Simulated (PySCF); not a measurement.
**C₅H₈P₂Si: full NMR table**

| Property | Result |
| --- | --- |
| Formula | C5H8P2Si |
| SMILES | Cc1cpc([SiH3])cp1 |
| Point group of the computed structure | C1 |
| Carbon signals | 5 |
| Proton signals | 4 |

Bonds (- single, = double, # triple, : aromatic): C1-C2, C2:C3, C3:P4, P4:C5, C5-Si6, C5:C7, C7:P8, P8:C2. C1 carries H9, H10, H11; C3 carries H12; Si6 carries H13, H14, H15; C7 carries H16.

[PySCF 2.14.0 with density-fitted response routines: shielding tensors at PBE0/pcSseg-1 (GIAO); GFN2-xTB structure; rapidly exchanging positions averaged; gas phase; a single conformation; non-relativistic]

Scale: TMS for 1H (31.72 ppm), 13C (186.93 ppm), 29Si (349.16 ppm); 31P (318.38 ppm) vs H3PO4 (reference shieldings calculated alike).

| carbon | δC, type | δH (multiplicity) | HMBC from (2–3 bonds) | span of the C tensor (ppm) |
| --- | --- | --- | --- | --- |
| C1 | 30.2, CH3 | 3.03 (m) | H12 | 51 |
| C2 | 181.3, C | – | H16, H12, H9/H10/H11 | 355 |
| C3 | 166.1, CH | 9.71 (m) | H9/H10/H11 | 314 |
| C5 | 169.4, C | – | H16, H12, H13/H14/H15 | 347 |
| C7 | 175.8, CH | 10.05 (m) | H13/H14/H15 | 330 |

Other nuclei:
```
      atoms  nucleus                                     environment  δ (ppm)  σ (ppm)
H13/H14/H15       1H               hydrogen on a silicon bonded to C     4.86    26.86
         P4      31P  phosphorus bonded to 2 C, in a 6-membered ring    285.2     33.2
         P8      31P  phosphorus bonded to 2 C, in a 6-membered ring    242.6     75.7
        Si6     29Si                        silicon bonded to C, 3 H    -60.0    409.1
```

δC 181.3, 169.4: substituted aromatic carbon. δC 175.8, 166.1: aromatic CH. δC 30.2: methyl carbon on an aromatic ring; saturated and bonded to C and H only. δH 10.05, 9.71: hydrogen on an aromatic CH; the ring current deshields protons in the ring plane. δH 3.03: hydrogen on a methyl carbon on an aromatic ring; benzylic-type position, deshielded by the ring.

Splittings by 31P in the carbon and heteronuclear signals aren't shown, as no couplings were computed. Shifts are as computed. Against solution values, carbons near 30 ppm lie about +3 ppm off and those near 130 ppm about +5 ppm. Of 1211 compounds with measured shifts, 218 miss one by over three times the rms of a fit or turn the order of signals round; such compounds aren't used in these exercises. Experimental scales use liquid or dissolved standards, which lie at an offset from isolated H3PO4. Multiplicities follow the n + 1 count of equivalent neighbours, as no J values were calculated; m marks all less simple cases, F and P coupling included.
